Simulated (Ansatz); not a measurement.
C2HF2Ge (SMILES C#[C][Ge]([F])[F]): the energy, rung by rung

C2HF2Ge has 6 atoms, charge 0, and is taken as a doublet. SMILES: `C#[C][Ge]([F])[F]`. Geometry: optimised at PBE0/def2-SVP.

Each level gives the adiabatic electron affinity (to the singlet anion, shapes relaxed at PBE0/def2-SVP, no zero-point term) (eV). The values are calculated.

The electron affinity is E(neutral) − E(anion): positive where the electron is bound.

| level | kind | program | value (eV) | less CCSD(T)/def2-SVP | CPU time (all runs) |
| --- | --- | --- | --- | --- | --- |
| USVWN5/def2-SVP | LDA | Ansatz | 2.65 | +0.26 | 3.3 s |
| UPBE/def2-SVP | GGA | Ansatz | 2.57 | +0.18 | 6.1 s |
| U-r2SCAN/def2-SVP | meta-GGA | Ansatz | 2.60 | +0.21 | 18 s |
| UPBE0-D4/def2-SVP | global hybrid | Ansatz | 2.64 | +0.25 | 10 s |
| U-wB97M-V/def2-SVP | range-separated hybrid | Ansatz | 2.70 | +0.31 | 42 s |
| RPA@PBE/def2-SVP | RPA | Ansatz | 2.57 | +0.18 | 15 s |
| UMP2/def2-SVP | perturbation theory | Ansatz | 2.28 | -0.11 | 11 s |
| UCCSD(T)/def2-SVP | coupled cluster or CI | Ansatz | 2.39 | 0.00 | 90 s |

Differences are taken from UCCSD(T)/def2-SVP for orientation; it has basis-set and higher-order errors of its own. All-electron rows without a relativistic Hamiltonian named are non-relativistic. Sets without diffuse functions describe the anion poorly, and affinities from them come out too low, at high levels too. The values span 2.28 to 2.70 eV. In the correlated wave-function rows the outer d shell of Ge is correlated, in sets not made for it. CPU times are rough (shared hosts, several kinds of processor and program).
